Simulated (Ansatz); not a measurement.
Born–Oppenheimer molecular dynamics of a periodic cell of 36 atoms, BH₄CF₃ (packed as 4 BF3 + 4 CH4, density as packed 1.03 g/cm³ with natural masses). It goes on from the last frame of an earlier run, with new velocities.

The calculation used DFT PBE, scalar-relativistic, plane waves, PAW (Ansatz). Settings: accuracy low, cutoff 420 eV, k mesh 1x1x1, fermi-dirac smearing 0.05 eV, no spin polarisation.

```yaml
ensemble: NVT, Langevin thermostat
time_step: 0.5 fs
steps_asked: 200
set_temperature: 350 K
friction: 1 /fs
masses: H 2.014 u
seed: 132247
```

Frames 1 fs apart, positions in Å, forces in eV/Å.

Velocities at 60.0 fs (Å/ps):

```
B -1.95 6.04 -0.93
F 1.01 3.75 -2.44
F 1.13 -1.90 2.28
F -2.46 4.08 4.03
B 4.06 3.12 -13.29
F -6.25 0.65 1.37
F -0.36 -6.68 7.72
F 1.96 -1.74 2.81
B -1.54 0.32 0.39
F 1.87 -3.48 -4.28
F -5.55 -7.92 3.66
F -2.81 -6.52 -2.88
B 1.44 0.37 -5.49
F 7.08 2.82 -1.48
F -2.99 0.84 -7.48
F 1.35 0.96 -5.04
C 9.75 3.63 4.04
H -7.97 -11.72 4.29
H 5.86 4.24 16.88
H -13.49 1.32 16.64
H -5.78 -4.28 -17.29
C 0.92 1.15 -9.23
H -8.26 11.18 2.71
H -12.20 1.72 3.59
H 12.61 2.99 -8.67
H 9.72 3.25 -13.72
C 0.13 -1.56 4.92
H -4.00 7.92 -23.97
H 23.57 1.47 -2.25
H -11.12 5.40 4.49
H -3.91 -7.28 -16.94
C 2.31 -9.24 -2.55
H 9.83 1.02 21.53
H -3.92 -16.12 18.73
H 4.20 -3.47 -9.56
H -4.07 4.54 -8.52
```

```xyz
36
Lattice="8.1433 0.0000 0.0000 0.0000 8.1433 0.0000 0.0000 0.0000 8.1433" Properties=species:S:1:pos:R:3:forces:R:3 time_fs=60.0 energy_less_start_eV=-0.075 T=324
B 4.553 6.066 3.438 1.45 1.18 -0.24
F 5.665 6.339 4.172 -1.16 -0.59 -0.43
F 4.543 6.663 2.225 -0.54 -0.84 0.91
F 3.594 5.289 3.911 0.22 0.22 -0.31
B 2.868 1.089 5.032 -0.21 0.31 0.12
F 3.242 2.338 5.241 -0.31 -0.09 0.03
F 3.738 0.190 4.674 1.37 -0.69 -0.42
F 1.646 0.625 5.169 -0.86 0.44 0.36
B 8.357 5.836 1.446 -0.27 -1.66 0.55
F 7.932 7.067 1.476 -0.71 0.60 -0.09
F 9.633 5.634 1.779 -0.32 -0.40 -0.29
F 7.494 4.764 1.306 1.27 1.52 0.10
B 0.596 5.359 6.210 -0.56 1.27 0.89
F 1.211 4.234 6.288 0.69 -1.28 -0.08
F 0.527 6.164 7.278 0.34 -0.01 0.41
F -0.027 5.816 5.173 -0.29 -0.03 -1.40
C 1.856 1.642 1.792 0.02 1.65 0.36
H 1.540 1.682 2.849 -0.43 0.11 -0.47
H 2.915 1.944 1.816 -0.18 -0.06 -0.47
H 1.238 2.300 1.121 0.55 -0.20 0.84
H 1.730 0.661 1.428 0.09 -1.45 -0.37
C 5.396 0.875 8.011 -0.15 2.76 -1.37
H 5.840 1.528 8.770 -0.27 -0.05 0.00
H 5.542 -0.109 8.209 0.33 -3.05 0.98
H 5.880 1.056 7.049 0.40 0.22 -0.12
H 4.348 1.079 7.792 -0.28 0.13 0.53
C 5.153 4.787 7.294 1.24 1.20 0.02
H 4.421 4.991 8.070 -0.23 0.11 -0.03
H 5.729 5.710 7.007 -0.27 -0.57 0.75
H 4.750 4.514 6.357 -1.11 -0.65 -0.98
H 5.820 3.992 7.610 0.27 -0.10 0.18
C 6.916 2.596 4.054 -0.98 0.15 1.68
H 6.199 1.758 4.177 0.06 0.38 -0.29
H 7.906 2.128 4.119 0.02 0.52 -0.30
H 6.726 3.284 4.936 0.43 -0.77 -0.64
H 6.679 3.211 3.187 0.36 -0.33 -0.42
36
Lattice="8.1433 0.0000 0.0000 0.0000 8.1433 0.0000 0.0000 0.0000 8.1433" Properties=species:S:1:pos:R:3:forces:R:3 time_fs=61.0 energy_less_start_eV=-0.029 T=335
B 4.552 6.072 3.438 1.49 1.00 -0.14
F 5.669 6.339 4.168 -1.20 -0.57 -0.41
F 4.549 6.658 2.224 -0.60 -0.76 0.82
F 3.594 5.291 3.915 0.27 0.30 -0.34
B 2.871 1.090 5.020 -0.54 0.33 0.37
F 3.236 2.336 5.244 -0.22 -0.03 -0.04
F 3.734 0.184 4.675 1.54 -0.78 -0.53
F 1.648 0.625 5.173 -0.79 0.47 0.29
B 8.357 5.837 1.444 -0.32 -1.97 0.55
F 7.935 7.064 1.472 -0.76 0.78 -0.09
F 9.628 5.623 1.780 -0.24 -0.35 -0.28
F 7.493 4.761 1.303 1.29 1.60 0.10
B 0.598 5.362 6.210 -0.45 0.93 0.73
F 1.216 4.234 6.287 0.62 -1.12 -0.08
F 0.524 6.163 7.271 0.35 0.16 0.67
F -0.024 5.815 5.172 -0.32 -0.01 -1.49
C 1.859 1.644 1.794 -0.09 1.50 0.58
H 1.526 1.675 2.857 -0.31 0.07 -0.74
H 2.919 1.960 1.833 -0.34 -0.12 -0.51
H 1.230 2.298 1.129 0.61 -0.15 0.83
H 1.731 0.663 1.413 0.19 -1.24 -0.26
C 5.397 0.874 8.000 -0.07 3.38 -0.97
H 5.833 1.546 8.777 -0.43 -0.45 -0.43
H 5.537 -0.106 8.204 0.37 -3.20 1.02
H 5.883 1.063 7.040 0.39 0.19 -0.09
H 4.347 1.085 7.787 -0.23 0.09 0.48
C 5.156 4.788 7.301 1.05 1.33 -0.16
H 4.404 4.997 8.061 -0.05 0.07 -0.03
H 5.733 5.713 7.002 -0.31 -0.68 0.85
H 4.748 4.521 6.363 -1.09 -0.64 -1.02
H 5.814 3.981 7.598 0.30 -0.11 0.30
C 6.918 2.590 4.055 -0.84 0.38 1.36
H 6.205 1.760 4.200 -0.06 0.26 -0.35
H 7.911 2.126 4.124 -0.05 0.57 -0.34
H 6.728 3.288 4.917 0.43 -0.65 -0.35
H 6.673 3.221 3.190 0.42 -0.59 -0.28
36
Lattice="8.1433 0.0000 0.0000 0.0000 8.1433 0.0000 0.0000 0.0000 8.1433" Properties=species:S:1:pos:R:3:forces:R:3 time_fs=62.0 energy_less_start_eV=0.060 T=367
B 4.549 6.075 3.440 1.62 0.91 -0.12
F 5.674 6.337 4.164 -1.28 -0.55 -0.42
F 4.551 6.651 2.221 -0.63 -0.71 0.81
F 3.595 5.290 3.919 0.26 0.34 -0.34
B 2.870 1.087 5.014 -0.57 0.54 0.47
F 3.234 2.333 5.244 -0.21 -0.04 -0.06
F 3.733 0.188 4.669 1.61 -0.92 -0.60
F 1.647 0.628 5.177 -0.84 0.39 0.27
B 8.356 5.837 1.447 -0.46 -2.01 0.45
F 7.934 7.062 1.468 -0.78 0.89 -0.08
F 9.622 5.619 1.779 -0.01 -0.36 -0.20
F 7.494 4.764 1.298 1.23 1.54 0.12
B 0.597 5.368 6.208 -0.10 0.29 0.81
F 1.218 4.230 6.288 0.40 -0.72 -0.13
F 0.528 6.160 7.267 0.33 0.32 0.84
F -0.022 5.815 5.173 -0.45 0.08 -1.72
C 1.859 1.647 1.797 -0.37 1.03 0.40
H 1.511 1.660 2.862 -0.19 0.12 -0.92
H 2.917 1.958 1.831 -0.26 -0.02 -0.42
H 1.226 2.294 1.120 0.69 -0.23 0.96
H 1.747 0.655 1.407 0.20 -0.84 -0.11
C 5.395 0.875 7.992 -0.14 4.82 -0.68
H 5.840 1.565 8.782 -0.63 -0.82 -0.84
H 5.525 -0.085 8.211 0.51 -4.16 1.24
H 5.886 1.071 7.036 0.31 0.13 -0.10
H 4.337 1.101 7.806 -0.03 0.04 0.40
C 5.155 4.785 7.307 0.71 1.09 -0.02
H 4.370 4.995 8.072 0.58 -0.09 -0.53
H 5.741 5.707 7.002 -0.43 -0.73 0.91
H 4.750 4.513 6.359 -0.95 -0.52 -0.71
H 5.823 3.966 7.594 -0.02 0.23 0.28
C 6.924 2.591 4.053 -1.84 0.66 1.46
H 6.200 1.766 4.216 0.08 0.31 -0.45
H 7.897 2.142 4.117 0.72 0.21 -0.25
H 6.715 3.291 4.912 0.55 -0.65 -0.36
H 6.670 3.221 3.194 0.40 -0.57 -0.38
36
Lattice="8.1433 0.0000 0.0000 0.0000 8.1433 0.0000 0.0000 0.0000 8.1433" Properties=species:S:1:pos:R:3:forces:R:3 time_fs=63.0 energy_less_start_eV=0.036 T=419
B 4.549 6.087 3.441 1.49 0.42 0.15
F 5.681 6.333 4.162 -1.36 -0.48 -0.43
F 4.547 6.644 2.224 -0.62 -0.51 0.59
F 3.595 5.288 3.918 0.44 0.55 -0.38
B 2.874 1.085 5.012 -0.96 0.49 0.55
F 3.237 2.327 5.244 -0.16 0.14 -0.04
F 3.733 0.189 4.663 1.71 -1.08 -0.67
F 1.644 0.630 5.182 -0.59 0.43 0.22
B 8.357 5.834 1.451 -0.67 -1.60 0.37
F 7.931 7.063 1.469 -0.70 0.75 -0.06
F 9.617 5.620 1.778 0.25 -0.41 -0.12
F 7.496 4.772 1.297 1.09 1.31 0.12
B 0.592 5.372 6.209 0.07 0.02 0.76
F 1.217 4.227 6.290 0.21 -0.41 -0.15
F 0.528 6.163 7.269 0.31 0.30 0.77
F -0.025 5.817 5.169 -0.39 0.04 -1.58
C 1.861 1.646 1.800 -0.65 0.64 0.31
H 1.493 1.639 2.862 -0.06 0.20 -0.98
H 2.917 1.937 1.824 -0.03 0.10 -0.28
H 1.240 2.305 1.123 0.65 -0.29 0.95
H 1.752 0.649 1.403 0.15 -0.60 -0.09
C 5.397 0.882 7.985 -0.79 4.35 -0.02
H 5.838 1.567 8.780 -0.59 -0.79 -0.84
H 5.517 -0.084 8.219 0.42 -3.73 1.15
H 5.884 1.070 7.048 0.54 0.24 -0.65
H 4.322 1.115 7.815 0.44 -0.06 0.38
C 5.149 4.785 7.317 0.59 0.51 -0.79
H 4.346 4.992 8.072 0.81 -0.08 -0.64
H 5.758 5.690 6.997 -0.60 -0.69 0.99
H 4.744 4.496 6.342 -0.57 -0.25 0.15
H 5.828 3.955 7.601 -0.33 0.49 0.23
C 6.930 2.585 4.050 -2.50 1.11 2.14
H 6.195 1.780 4.228 0.01 0.10 -0.54
H 7.884 2.146 4.109 1.40 -0.13 -0.12
H 6.697 3.287 4.925 0.77 -0.83 -0.69
H 6.686 3.214 3.206 0.22 -0.29 -0.77
36
Lattice="8.1433 0.0000 0.0000 0.0000 8.1433 0.0000 0.0000 0.0000 8.1433" Properties=species:S:1:pos:R:3:forces:R:3 time_fs=64.0 energy_less_start_eV=0.061 T=422
B 4.552 6.091 3.442 1.45 0.29 0.12
F 5.685 6.327 4.157 -1.29 -0.41 -0.35
F 4.546 6.641 2.225 -0.60 -0.40 0.47
F 3.598 5.289 3.911 0.38 0.52 -0.30
B 2.880 1.082 5.018 -1.46 0.75 0.61
F 3.241 2.326 5.245 -0.16 0.15 0.00
F 3.732 0.194 4.663 2.00 -1.41 -0.77
F 1.643 0.630 5.181 -0.39 0.49 0.23
B 8.351 5.829 1.453 -0.42 -1.12 0.39
F 7.925 7.063 1.467 -0.62 0.58 -0.04
F 9.616 5.618 1.775 0.18 -0.38 -0.12
F 7.499 4.779 1.298 0.82 0.96 0.09
B 0.586 5.372 6.211 0.09 -0.05 0.60
F 1.216 4.225 6.290 0.10 -0.24 -0.17
F 0.526 6.161 7.273 0.29 0.28 0.68
F -0.030 5.818 5.166 -0.27 -0.03 -1.34
C 1.858 1.647 1.804 -1.21 0.48 -0.21
H 1.478 1.632 2.857 -0.02 0.23 -0.89
H 2.903 1.918 1.812 0.45 0.26 -0.15
H 1.249 2.324 1.113 0.74 -0.52 1.16
H 1.746 0.650 1.391 0.09 -0.40 0.00
C 5.400 0.887 7.981 -1.53 3.64 0.22
H 5.834 1.561 8.770 -0.41 -0.59 -0.60
H 5.527 -0.090 8.207 0.30 -3.27 1.08
H 5.880 1.059 7.052 0.73 0.42 -1.08
H 4.306 1.124 7.817 0.94 -0.21 0.41
C 5.149 4.785 7.324 0.20 0.25 -1.19
H 4.328 5.001 8.057 0.85 -0.11 -0.57
H 5.760 5.679 7.010 -0.48 -0.53 0.91
H 4.746 4.487 6.335 -0.41 -0.08 0.47
H 5.811 3.944 7.605 -0.27 0.46 0.32
C 6.931 2.575 4.046 -2.71 1.37 3.00
H 6.182 1.800 4.242 -0.05 -0.19 -0.56
H 7.881 2.147 4.119 1.65 -0.31 -0.06
H 6.681 3.292 4.934 0.94 -1.03 -1.04
H 6.692 3.191 3.216 0.08 0.13 -1.31
36
Lattice="8.1433 0.0000 0.0000 0.0000 8.1433 0.0000 0.0000 0.0000 8.1433" Properties=species:S:1:pos:R:3:forces:R:3 time_fs=65.0 energy_less_start_eV=0.041 T=265
B 4.550 6.086 3.445 1.78 0.64 -0.22
F 5.688 6.320 4.155 -1.30 -0.42 -0.34
F 4.548 6.644 2.225 -0.60 -0.47 0.61
F 3.602 5.294 3.906 0.05 0.24 -0.13
B 2.885 1.081 5.025 -1.58 0.85 0.56
F 3.241 2.329 5.244 -0.16 0.07 0.02
F 3.733 0.195 4.662 2.11 -1.47 -0.77
F 1.646 0.626 5.180 -0.36 0.52 0.26
B 8.343 5.828 1.459 0.00 -0.86 0.37
F 7.921 7.066 1.463 -0.60 0.49 0.00
F 9.617 5.620 1.776 -0.06 -0.33 -0.13
F 7.501 4.783 1.300 0.62 0.76 0.09
B 0.586 5.367 6.205 0.04 0.21 0.91
F 1.216 4.222 6.290 0.12 -0.28 -0.20
F 0.524 6.158 7.277 0.30 0.08 0.38
F -0.032 5.817 5.164 -0.25 -0.05 -1.33
C 1.851 1.652 1.812 -1.04 0.06 -0.50
H 1.466 1.632 2.858 -0.05 0.27 -0.79
H 2.899 1.910 1.812 0.48 0.26 -0.07
H 1.267 2.326 1.107 0.57 -0.41 1.12
H 1.739 0.649 1.387 0.10 -0.13 0.14
C 5.398 0.885 7.981 -1.64 2.95 0.73
H 5.839 1.562 8.774 -0.53 -0.69 -0.72
H 5.527 -0.107 8.221 0.17 -2.36 0.84
H 5.880 1.062 7.061 0.83 0.40 -1.29
H 4.296 1.131 7.814 1.18 -0.29 0.47
C 5.150 4.785 7.322 0.04 0.49 -1.12
H 4.316 5.016 8.038 0.87 -0.19 -0.53
H 5.769 5.677 7.029 -0.45 -0.48 0.82
H 4.761 4.488 6.332 -0.45 -0.07 0.34
H 5.797 3.946 7.607 -0.12 0.24 0.45
C 6.931 2.568 4.045 -3.12 1.82 2.92
H 6.177 1.802 4.248 -0.07 -0.27 -0.57
H 7.874 2.150 4.134 2.00 -0.49 -0.07
H 6.680 3.288 4.939 0.93 -1.06 -1.14
H 6.688 3.191 3.212 0.17 -0.02 -1.09
```

Of the whole run (100 fs, mean temperature of the second half 355 K): A run of 0.1 ps of so small a system gives no equilibrium averages. The friction is so strong that the motion is overdamped, so the time scale means little. Limits of this set-up: coarse k mesh, low accuracy level.

The run took 6.8 min on 1 thread of AMD EPYC 7R13 Processor (Zen 3) (shared host), peak memory 0.7 GiB.
